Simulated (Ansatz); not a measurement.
Species: C$_{2}$H$_{6}$OSi, SMILES `O(C)[SiH]=C` (C–Si–O–C torsion 0°) (charge 0, multiplicity 1), formula C₂H₆OSi.

How many basis functions does frozen-core CCSD(T)/def2-TZVPP // PBE0-D3(BJ)/def2-TZVP run with Ansatz (a quantum-chemistry and plane-wave program) use, how many core orbitals are frozen, and how many electrons are correlated?

219 basis functions and 8 frozen orbitals, which leaves 24 correlated electrons. Core time is of the order of minutes.
